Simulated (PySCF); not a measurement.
Vertical excitations of a molecule C4H9FSi from TDA-PBE/def2-SVPD (PySCF 2.14.0), as energy in eV (oscillator strength): 5.86 (0.011), 6.35 (0.189), 6.47 (0.001), 6.51 (0.167), 6.77 (0.028), 6.79 (0.138), 7.12 (0.030), 7.16 (0.006), 7.24 (0.041), 7.33 (0.004). Lowest triplet (TDA): 4.17 eV. The structure is a stationary point at PBE0-D3(BJ)/def2-SVP. Other conformers were not sampled.

**Question.** Which molecule gave these data?
(A) CC/C=C(\F)[SiH3]
(B) C/C=C(\F)[SiH2]C
(C) CC/C([SiH3])=C/F
(D) C=C[C@H](F)C[SiH3]

**Answer.** A, CC/C=C(\F)[SiH3]
